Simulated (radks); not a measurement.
Results of a calculation; reference values are marked as such.
H, configuration 1s1 (the NIST ground configuration). Code: a radial shooting solver on a logarithmic mesh with Libxc functionals. Model: non-relativistic Kohn-Sham, PBE, spin-polarised, spherical densities, point nucleus; open shells are filled with parallel spins first; hard spherical wall at 15 bohr.

Normalised radial functions P(r) = r R(r), r in bohr:

```
   r/bohr * 1s up (the largest magnitude, 0.725, reaches the edge; | marks zero)
  0.09256 |            *
   0.1167 |               *
    0.146 |                  *
   0.1842 |                       *
   0.2304 |                           *
   0.2906 |                                *
   0.3664 |                                      *
   0.4584 |                                           *
   0.5781 |                                                *
   0.7233 |                                                    *
   0.9122 |                                                      *
    1.141 |                                                      *
    1.439 |                                                  *
    1.815 |                                           *
    2.271 |                                   *
    2.864 |                        *
    3.582 |               *
    4.518 |        *
    5.652 |   *
```

1s up: eigenvalue -7.594 eV, 0 radial nodes, <r> = 1.54 bohr, 90 % of the charge inside 2.78 bohr.
